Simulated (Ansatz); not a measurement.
Consider the hydrogenolysis of a C–C bond: `C[CH](F)[InH][F]` + H₂ → `F[CH2][InH][F]` + CH₄.

Calculated with Ansatz (gas phase, PBE0-D4/def2-TZVP geometries, no zero-point term in ΔE). CCSD(T)/CBS adds triple-zeta CCSD(T) − MP2 to the extrapolated MP2 energy (def2 sets, frozen cores). This one scheme is used for every species. def2 core potentials past Kr. For In outer-core shells are correlated without core-valence functions, which leaves a few kJ/mol of doubt a bond. One conformer a species, not always the lowest.

| species | CCSD(T)/CBS(def2) energy (Eh) |
| --- | --- |
| `C[CH](F)[InH][F]` | -468.51677 |
| H₂ | -1.17544 |
| `F[CH2][InH][F]` | -429.25055 |
| CH₄ | -40.46206 |

(1) Work out ΔE.

Largest T1 diagnostic among the species: 0.015.

Results:

(1) ΔE = (-429.25055) + (-40.46206) − (-468.51677) − (-1.17544) = -0.02040 Eh = -53.6 kJ/mol.

Leaving LDA and LC-ωPBE aside and taking each functional with its dispersion term where it has one, the values, not all of them listed here, spread over 14.0 kJ/mol, from BHLYP-D4 to revPBE-D4. LDA lies +11.0 kJ/mol from PBE without D4. The D4 term adds +8.5 kJ/mol with B3LYP and +4.6 kJ/mol with PBE0; it sums over pairs of atoms, weighted by their polarisabilities, and B3LYP, whose exchange is more repulsive, gets the larger term.

B3LYP here is the variant with VWN-RPA as its local correlation; programs differ in this.
